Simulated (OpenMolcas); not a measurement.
Ru3+ among 6 point charges of -1.7 e arranged as an octahedron (Oh).

- Program: OpenMolcas 26.06
- Method: CASSCF
- Basis: ANO-RCC-VDZP [6s5p3d1f]
- Scalar Hamiltonian: DKH2, point nucleus
- Active space: 5 electrons in 5 orbitals (4d)
- State averaging: 2S+1 = 6 even, 1 root; 2S+1 = 4 even, 24 roots; 2S+1 = 2 even, 75 roots
- Spin-orbit coupling: state interaction with AMFI integrals over the reference wave functions

All point charges move together. At R = 1.85 Å |10Dq| is 12285 cm-1, and at R = 2.11 Å it is 6939 cm-1.

Q: A third run gives 8616 cm-1. What distance was it run at?

A: With a power law R^-n the two known points give n = -ln(6939 / 12285) / ln(2.11 / 1.85) = 4.34. Then R = 1.85 × (12285 / 8616)^(1/4.34) = 2.008 Å. The run was at 2.01 Å, so the estimate is off by -0.002 Å.

Without dynamic correlation the repulsion within the d shell is too large (B by tens of per cent), so at a given field states of lower spin stand too high. Point charges give a weaker field than real ligands, and real ions of this kind are as a rule low spin; the high spin found here belongs to the model. This field is weak: 10Dq is about 12285 cm-1, while octahedral complexes of 4d ions of charge 3 and more, computed by the same method with explicit ligands, had a median near 25000 cm-1. Ground spin and moment need not be those of a real site (figures for R = 1.85; the like holds for R = 2.01, R = 2.11). Point charges carry no covalency, so the field is a model and not that of real ligands. No measured value stands beside these numbers.
